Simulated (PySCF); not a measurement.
PySCF job for C2H7ClOSi, SMILES C[C@@H](O)[SiH2]Cl, PBE-D3(BJ)/def2-SVP. The structure is a stationary point at PBE-D3(BJ)/def2-SVP. The structure was generated by enumeration; whether it is a known compound was not checked. Other conformers were not sampled.

```python
import numpy as np
from pyscf import gto, scf, dft, df
from pyscf.hessian import thermo

mol = gto.M(
    atom='''
    C    -2.34098108   -0.62590818    0.72312467
    C    -1.21928983    0.15128014    0.02925917
    O    -1.12996718    1.50622819    0.47820356
    Si    0.48046825   -0.70859673    0.22041695
    Cl    1.91874175    0.24881310   -0.94192480
    H    -2.13006223   -0.76672560    1.80577861
    H    -2.48191806   -1.63153633    0.27620827
    H    -3.29593056   -0.06770771    0.63691403
    H    -1.44072577    0.21793344   -1.05855796
    H    -0.93137445    1.47993473    1.43393158
    H     0.44834763   -2.16077412   -0.17247634
    H     0.88786135   -0.58265008    1.66515444
    ''',
    basis='def2-SVP',
    charge=0,
    spin=0,
    max_memory=1600,
    verbose=3,
)
mf = dft.RKS(mol, xc='pbe').density_fit(auxbasis='def2-universal-jkfit')
mf.disp = 'd3bj'
mf.grids.level = 3
mf.conv_tol = 1e-11
mf.max_cycle = 100
mf.kernel()

# [left out here: the lines that compute and print the analytic Hessian (its translational invariance restored by hand, since the grid's response is missing), thermochemistry and intensities]
```

Program output:

```
converged SCF energy = -904.498778114838

WARN: DFTD3 does not support analytical Hessian, using finite difference


WARN: Mole.unit (angstrom) is changed to Bohr

Mode                                 0                   1                   2
Irrep
Freq [cm^-1]                       62.4410            110.5127            215.3168
Reduced mass [au]                   4.1677              6.1059              1.3267
Force const [Dyne/A]                0.0096              0.0439              0.0362
Char temp [K]                      89.8388            159.0031            309.7930
Normal mode                   x     y     z       x     y     z       x     y     z
       0   C                 0.02  0.04  0.11   -0.05  0.05 -0.06    0.02  0.01 -0.02
       1   C                -0.01 -0.03 -0.01    0.05 -0.04  0.00    0.04  0.04  0.05
       2   O                 0.05 -0.01 -0.10    0.11 -0.04 -0.02   -0.06  0.05  0.01
       3  Si                -0.02 -0.06 -0.06    0.04 -0.04  0.06    0.02 -0.04  0.00
       4  Cl                -0.00  0.05  0.06   -0.08  0.04 -0.01   -0.01 -0.00 -0.01
       5   H                 0.08  0.11  0.11   -0.15  0.07 -0.04   -0.20  0.35  0.06
       6   H                -0.03  0.01  0.19   -0.08  0.05 -0.05    0.32 -0.14  0.23
       7   H                 0.02  0.05  0.13   -0.01  0.10 -0.16   -0.08 -0.21 -0.39
       8   H                -0.08 -0.09 -0.00    0.12 -0.04 -0.02    0.11 -0.01  0.03
       9   H                 0.09  0.05 -0.11    0.04 -0.03 -0.00   -0.18  0.09  0.03
      10   H                -0.03 -0.03 -0.19    0.11 -0.05  0.09   -0.13  0.01 -0.19
      11   H                -0.04 -0.19 -0.04    0.05  0.01  0.05    0.14 -0.26 -0.02
Mode                                 3                   4                   5
Irrep
Freq [cm^-1]                      247.4624            276.0296            337.4925
Reduced mass [au]                   3.0417              1.6168              1.1693
[...]
Reduced mass [au]                   1.8688              1.0571              1.2880
Force const [Dyne/A]                0.8577              0.5150              0.6967
Char temp [K]                    1269.8205           1308.3799           1378.5915
Normal mode                   x     y     z       x     y     z       x     y     z
       0   C                 0.05  0.11  0.01   -0.01  0.01 -0.00   -0.07  0.04 -0.04
       1   C                -0.07  0.04  0.04    0.00  0.01  0.01    0.03  0.02  0.07
       2   O                -0.01 -0.10 -0.02   -0.00 -0.01 -0.00   -0.01 -0.05 -0.02
       3  Si                 0.03  0.00  0.00    0.01 -0.03  0.02    0.00  0.01 -0.02
       4  Cl                -0.00  0.00 -0.00   -0.00 -0.00  0.00    0.00  0.00 -0.00
       5   H                -0.08 -0.17 -0.00    0.04 -0.02 -0.01    0.38  0.07 -0.12
       6   H                 0.39  0.21 -0.32    0.05  0.01 -0.01    0.13 -0.06  0.12
       7   H                -0.08 -0.12 -0.09   -0.06 -0.06  0.05   -0.25 -0.22  0.34
       8   H                -0.25 -0.06  0.07    0.04 -0.00 -0.00    0.50  0.04 -0.03
       9   H                 0.01 -0.08 -0.03   -0.01  0.00  0.00   -0.01  0.13 -0.01
      10   H                -0.19 -0.01  0.05   -0.16  0.16 -0.62   -0.06 -0.03  0.13
      11   H                -0.11 -0.07  0.05   -0.06  0.70 -0.03   -0.20 -0.04  0.05
Mode                                15                  16                  17
Irrep
Freq [cm^-1]                     1053.7002           1066.6122           1183.7646
Reduced mass [au]                   1.8119              3.4578              1.5509
Force const [Dyne/A]                1.1852              2.3178              1.2804
Char temp [K]                    1516.0400           1534.6174           1703.1737
Normal mode                   x     y     z       x     y     z       x     y     z
       0   C                 0.07 -0.01 -0.11   -0.02 -0.07  0.03    0.05 -0.04 -0.00
       1   C                -0.12 -0.04  0.09    0.05  0.19  0.00   -0.12  0.09  0.05
       2   O                 0.02 -0.01 -0.00   -0.00 -0.12 -0.04    0.01  0.01 -0.02
       3  Si                 0.01 -0.00  0.00    0.00 -0.00  0.00    0.01 -0.00 -0.01
       4  Cl                 0.00 -0.00 -0.00   -0.00 -0.00  0.00   -0.00 -0.00  0.00
       5   H                 0.23  0.29 -0.10   -0.15  0.04  0.07   -0.09  0.12  0.05
       6   H                -0.13 -0.08  0.13   -0.20 -0.06  0.08   -0.14 -0.00 -0.02
       7   H                 0.18  0.20  0.01    0.07  0.08 -0.02    0.16  0.15 -0.07
       8   H                -0.26  0.16  0.13   -0.07  0.32  0.03    0.46 -0.35 -0.10
       9   H                -0.00  0.37  0.01   -0.03  0.16 -0.03    0.01 -0.40 -0.02
      10   H                -0.06  0.00 -0.02    0.03  0.01 -0.02   -0.01 -0.01  0.01
      11   H                -0.01  0.02  0.01    0.02  0.00  0.00   -0.07  0.03  0.03
Mode                                18                  19                  20
Irrep
Freq [cm^-1]                     1243.3484           1328.0746           1354.9794
Reduced mass [au]                   1.3283              1.2286              1.1879
Force const [Dyne/A]                1.2098              1.2767              1.2850
Char temp [K]                    1788.9016           1910.8037           1949.5137
Normal mode                   x     y     z       x     y     z       x     y     z
       0   C                -0.03 -0.00 -0.08    0.10  0.06 -0.04    0.03  0.03 -0.02
       1   C                 0.08  0.06  0.06   -0.01  0.00 -0.01   -0.01 -0.05  0.06
       2   O                -0.00  0.01 -0.02    0.00 -0.01  0.02   -0.01  0.02 -0.05
       3  Si                -0.01 -0.00  0.00    0.00  0.00 -0.00   -0.00  0.00  0.00
       4  Cl                 0.00  0.00 -0.00    0.00 -0.00  0.00    0.00  0.00 -0.00
       5   H                 0.12  0.07 -0.09   -0.36 -0.19  0.02   -0.12 -0.16 -0.00
       6   H                -0.02 -0.12  0.18   -0.48 -0.01  0.26   -0.05 -0.04  0.17
       7   H                -0.06 -0.01  0.22   -0.23 -0.44  0.15   -0.01 -0.04  0.03
       8   H                -0.49 -0.37  0.16   -0.00 -0.16 -0.02    0.08  0.68  0.10
       9   H                 0.01 -0.44 -0.03    0.00  0.18  0.02    0.01 -0.52 -0.06
      10   H                 0.04  0.01  0.00    0.00 -0.00  0.01   -0.00  0.01 -0.01
      11   H                 0.01 -0.01  0.00   -0.00 -0.01 -0.00    0.01 -0.00 -0.00
Mode                                21                  22                  23
Irrep
Freq [cm^-1]                     1406.4361           1421.6058           2146.7436
Reduced mass [au]                   1.0530              1.0459              1.0313
Force const [Dyne/A]                1.2273              1.2454              2.8003
Char temp [K]                    2023.5485           2045.3742           3088.6860
Normal mode                   x     y     z       x     y     z       x     y     z
       0   C                -0.02  0.03 -0.03    0.02 -0.03 -0.03   -0.00  0.00 -0.00
       1   C                -0.03  0.01 -0.02    0.01 -0.03 -0.01    0.00 -0.00 -0.00
       2   O                 0.00 -0.01  0.01   -0.00  0.00  0.00   -0.00  0.00  0.00
       3  Si                 0.00 -0.00 -0.00   -0.00  0.00 -0.00   -0.01  0.01 -0.02
       4  Cl                -0.00  0.00  0.00    0.00  0.00  0.00    0.00  0.00 -0.00
       5   H                -0.22 -0.49 -0.04   -0.50  0.40  0.14   -0.00 -0.00 -0.00
       6   H                 0.39 -0.26  0.47    0.23  0.04 -0.23    0.00  0.00  0.00
       7   H                 0.17  0.36  0.14    0.01  0.08  0.63   -0.00 -0.00  0.00
       8   H                 0.07 -0.09 -0.05    0.02  0.06 -0.01   -0.01  0.00 -0.00
       9   H                 0.00  0.13  0.01   -0.01  0.02  0.00   -0.00  0.00  0.00
      10   H                -0.00 -0.01 -0.00   -0.00 -0.00  0.00   -0.01 -0.48 -0.14
      11   H                -0.00  0.00 -0.00    0.00 -0.01 -0.01    0.24  0.08  0.81
Mode                                24                  25                  26
Irrep
Freq [cm^-1]                     2161.1487           2954.5901           2987.1122
Reduced mass [au]                   1.0516              1.0374              1.0847
Force const [Dyne/A]                2.8938              5.3358              5.7025
Char temp [K]                    3109.4118           4250.9973           4297.7893
Normal mode                   x     y     z       x     y     z       x     y     z
       0   C                -0.00 -0.00 -0.00   -0.03 -0.02  0.03   -0.01 -0.00 -0.01
       1   C                 0.00  0.00  0.00   -0.00  0.00 -0.00    0.02 -0.01  0.08
       2   O                -0.00  0.00 -0.00    0.00 -0.00  0.00    0.00  0.00 -0.00
       3  Si                 0.01  0.03  0.02    0.00 -0.00  0.00   -0.00  0.00  0.00
       4  Cl                -0.00 -0.00 -0.00   -0.00  0.00  0.00    0.00  0.00 -0.00
       5   H                 0.00  0.00  0.00   -0.14  0.08 -0.66    0.02 -0.01  0.07
       6   H                -0.00  0.00  0.00    0.06  0.44  0.20    0.01  0.09  0.04
       7   H                -0.00 -0.00 -0.00    0.43 -0.26  0.05    0.09 -0.05  0.01
       8   H                 0.00 -0.00  0.01    0.01 -0.00  0.04   -0.19  0.06 -0.92
       9   H                 0.01 -0.01 -0.00   -0.00 -0.00 -0.00    0.00 -0.01  0.01
      10   H                -0.01 -0.81 -0.22    0.00  0.00 -0.00    0.00 -0.00 -0.00
      11   H                -0.14 -0.03 -0.46   -0.00  0.00 -0.00   -0.00 -0.00 -0.00
Mode                                27                  28                  29
Irrep
Freq [cm^-1]                     3040.3916           3061.4415           3676.5970
Reduced mass [au]                   1.1014              1.1035              1.0665
Force const [Dyne/A]                5.9985              6.0938              8.4935
Char temp [K]                    4374.4466           4404.7327           5289.8045
Normal mode                   x     y     z       x     y     z       x     y     z
       0   C                -0.05 -0.00 -0.07    0.03 -0.08 -0.02    0.00  0.00  0.00
       1   C                -0.00  0.00 -0.01    0.00 -0.00 -0.00   -0.00  0.00 -0.00
       2   O                 0.00 -0.00  0.00   -0.00  0.00  0.00   -0.01 -0.00 -0.06
       3  Si                 0.00 -0.00 -0.00   -0.00 -0.00 -0.00    0.00 -0.00  0.00
       4  Cl                -0.00  0.00  0.00   -0.00  0.00  0.00   -0.00  0.00 -0.00
       5   H                 0.13 -0.08  0.65    0.02 -0.02  0.05   -0.00 -0.00 -0.00
       6   H                 0.04  0.36  0.15    0.10  0.65  0.30    0.00  0.00  0.00
       7   H                 0.45 -0.27  0.03   -0.53  0.30 -0.06   -0.00 -0.00 -0.00
       8   H                 0.03 -0.01  0.15    0.00  0.00  0.01    0.00 -0.00  0.01
       9   H                 0.00  0.00  0.00    0.00  0.00 -0.00    0.20 -0.01  0.95
      10   H                 0.00  0.00  0.00    0.00  0.00  0.00   -0.00  0.00  0.00
      11   H                 0.00 -0.00  0.00    0.00  0.00  0.00    0.00 -0.00 -0.00
temperature 298.1500 [K]
pressure 101325.00 [Pa]
Rotational constants [GHz] 6.00690 1.59511 1.36316
Symmetry number 1
Zero-point energy (ZPE) 0.08601 [Eh]   225831.339 [J/mol]
                           tot       elec      trans        rot        vib
Entropy [J/mol/K]       357.338      0.000    167.438    115.480     74.421
Cv [J/mol/K]            108.131      0.000     12.472     12.472     83.188
Cp [J/mol/K]            116.446      0.000     20.786     12.472     83.188
Internal energy [J/mol]                      3718.434   3718.434 238074.712
Internal energy [Eh]   -904.40527  -904.49878
Enthalpy [J/mol]                             6197.391   3718.434 238074.712
Enthalpy [Eh]          -904.40432
Gibbs free energy [J/mol]                  -43724.234 -30711.785 215886.190
Gibbs free energy [Eh] -904.44490
mode   freq/cm-1   IR/(km/mol)
   1       62.44         0.020
   2      110.51         1.003
   3      215.32         2.160
   4      247.46         3.621
   5      276.03         4.634
   6      337.49       107.135
   7      410.60        39.061
   8      521.94        43.366
   9      558.56        28.263
  10      645.08        12.308
  11      710.03         5.384
  12      823.93       191.135
  13      882.57        29.334
  14      909.37        75.151
  15      958.17        49.286
  16     1053.70        16.625
  17     1066.61        83.892
  18     1183.76         7.953
  19     1243.35        10.383
  20     1328.07         2.790
  21     1354.98        40.536
  22     1406.44        10.338
  23     1421.61         5.200
  24     2146.74        84.692
  25     2161.15       121.720
  26     2954.59        17.021
  27     2987.11         7.028
  28     3040.39        16.992
  29     3061.44        10.189
  30     3676.60        18.509
max |gradient| / (hartree/bohr): 3.31072260434298e-05
APT charges: [-0.0298  0.2217 -0.5792  1.2135 -0.4966 -0.008   0.0095 -0.0131 -0.0278
  0.2465 -0.2724 -0.2642]
```

Self-consistency was reached.
